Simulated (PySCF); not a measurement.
Species: 2-(trimethylsilyloxy)furan, C₇H₁₂O₂Si.
Numbering: `[CH3:1][Si:2]([CH3:3])([CH3:4])[O:5][c:6]1[cH:7][cH:8][cH:9][o:10]1` (hydrogens: H11, H12, H13 on C1; H14, H15, H16 on C3; H17, H18, H19 on C4; H20 on C7; H21 on C8; H22 on C9)

The same species was optimised twice, with GFN2-xTB and with PBE0-D3(BJ)/def2-SVP (PySCF), and the same property calculations (PySCF, gas phase) were run on both structures.

| coordinate | GFN2-xTB | PBE0-D3(BJ)/def2-SVP | change |
| --- | --- | --- | --- |
| Si2–O5 (Å) | 1.666 | 1.714 | +0.048 |
| Si2–C3 (Å) | 1.905 | 1.868 | -0.037 |
| C1–Si2 (Å) | 1.905 | 1.869 | -0.036 |
| Si2–C4 (Å) | 1.896 | 1.865 | -0.031 |
| C7–C8 (Å) | 1.420 | 1.434 | +0.014 |
| C9–O10 (Å) | 1.357 | 1.365 | +0.008 |
| O5–C6 (Å) | 1.322 | 1.317 | -0.005 |
| C8–C9 (Å) | 1.355 | 1.359 | +0.004 |
| C6–C7 (Å) | 1.363 | 1.366 | +0.003 |
| C6–O10 (Å) | 1.347 | 1.351 | +0.004 |
| C4–Si2–O5 (°) | 100.4 | 102.8 | +2.4 |
| C1–Si2–C3 (°) | 110.1 | 112.2 | +2.1 |
| C1–Si2–O5 (°) | 110.4 | 108.7 | -1.7 |
| C3–Si2–O5 (°) | 110.4 | 108.7 | -1.7 |
| O5–C6–C7 (°) | 130.2 | 131.8 | +1.6 |
| Si2–O5–C6 (°) | 126.8 | 128.2 | +1.4 |
| O5–C6–O10 (°) | 119.0 | 117.6 | -1.4 |
| C6–O10–C9 (°) | 106.8 | 107.5 | +0.7 |
| C1–Si2–O5–C6 (°) | 61 | 60 | -1 |
| Si2–O5–C6–C7 (°) | 180 | -178 | +2 |

Rotational constants: A = 2287, B = 709.8, C = 658.3 MHz (GFN2-xTB) against A = 2351, B = 698.6, C = 651.9 MHz (PBE0-D3(BJ)/def2-SVP). Atoms that the bonding makes alike are paired by their places after alignment.

On the GFN2-xTB structure: HOMO (eV) -5.88 [PBE0/pcSseg-1]; LUMO (eV) 0.73 [PBE0/pcSseg-1]; dipole (D) 1.02 [PBE0/pcSseg-1]; GIAO shielding of C1/C3/C4 (mean) (ppm) 185.8 [PBE0/pcSseg-1]; GIAO shielding of Si2 (ppm) 329.0 [PBE0/pcSseg-1]; GIAO shielding of O5 (ppm) 213.2 [PBE0/pcSseg-1]; GIAO shielding of C6 (ppm) 22.6 [PBE0/pcSseg-1]; GIAO shielding of C7 (ppm) 96.9 [PBE0/pcSseg-1]; GIAO shielding of C8 (ppm) 67.7 [PBE0/pcSseg-1]; GIAO shielding of C9 (ppm) 52.7 [PBE0/pcSseg-1]; GIAO shielding of O10 (ppm) 50.8 [PBE0/pcSseg-1].

Question: What do these properties become on the PBE0-D3(BJ)/def2-SVP structure?

Answer: 
```
                                    property          level  on GFN2-xTB  on PBE0-D3(BJ)/def2-SVP  change
                                   HOMO (eV)  PBE0/pcSseg-1        -5.88                    -5.78   +0.10
                                   LUMO (eV)  PBE0/pcSseg-1         0.73                     0.81   +0.08
                                  dipole (D)  PBE0/pcSseg-1         1.02                     1.45   +0.43
energy, GFN2-xTB geometry as zero (kcal/mol)  PBE0/pcSseg-1          0.0                     -2.3    -2.3
     GIAO shielding of C1/C3/C4 (mean) (ppm)  PBE0/pcSseg-1        185.8                    184.1    -1.7
                 GIAO shielding of Si2 (ppm)  PBE0/pcSseg-1        329.0                    321.2    -7.8
                  GIAO shielding of O5 (ppm)  PBE0/pcSseg-1        213.2                    209.5    -3.7
                  GIAO shielding of C6 (ppm)  PBE0/pcSseg-1         22.6                     21.4    -1.2
                  GIAO shielding of C7 (ppm)  PBE0/pcSseg-1         96.9                     97.8    +0.9
                  GIAO shielding of C8 (ppm)  PBE0/pcSseg-1         67.7                     66.1    -1.6
                  GIAO shielding of C9 (ppm)  PBE0/pcSseg-1         52.7                     51.5    -1.2
                 GIAO shielding of O10 (ppm)  PBE0/pcSseg-1         50.8                     46.3    -4.5
```

The heavy atoms differ by 0.043 Å rms after alignment. Among bonds between heavy atoms Si2–O5 changes most (+0.048 Å). Changes are differences of the printed values. Neither structure is proved a minimum here.

Shape of the structure used: `[CH3:1][Si:2]([CH3:3])([CH3:4])[O:5][c:6]1[cH:7][cH:8][cH:9][o:10]1`: C1–Si2–O5–C6 60°, Si2–O5–C6–C7 -178°.
